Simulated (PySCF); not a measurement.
Species: B2ClH4N.
SMILES with atom numbers: `[BH2:1][NH:2][BH:3][Cl:4]` (hydrogens: H5, H6 on B1; H7 on N2; H8 on B3)

Torsions of this conformer, `[BH2:1][NH:2][BH:3][Cl:4]`: B1–N2–B3–Cl4 180°.

The closed-shell ground state was solved at several levels (PySCF, density fitting, gas phase, non-relativistic). Isolated species at its PBE0-D3(BJ)/def2-SVP geometry (one conformer only).

```csv
level,basis functions,HOMO (eV),LUMO (eV),gap (eV),dipole (D)
PBE0/pcSseg-1,95,-9.03,-1.44,7.59,1.11
B3LYP/def2-SVPD,119,-8.78,-1.67,7.11,1.02
```

**Question.** What might HF/pcSseg-2 (207 basis functions) give for the same quantities?

**Answer.** HOMO -12.31 eV, LUMO 2.09 eV, gap 14.40 eV, dipole 1.19 D.

**Question.** Over all these levels, which gives the widest orbital gap and which the narrowest?

**Answer.** HF/pcSseg-2 (Hartree–Fock, all exact exchange) has the widest, 14.40 eV, and B3LYP/def2-SVPD (global hybrid, 20 % exact exchange) the narrowest, 7.11 eV. Functional and basis both differ between the two, so the spread mixes both effects. The HOMO need not be the same orbital at Hartree–Fock and at DFT levels.

**Question.** How far do the dipole and the HOMO energy spread over the levels?

**Answer.** The dipole runs from 1.02 to 1.19 D (mean 1.11 D) and the HOMO from -12.31 to -8.78 eV.
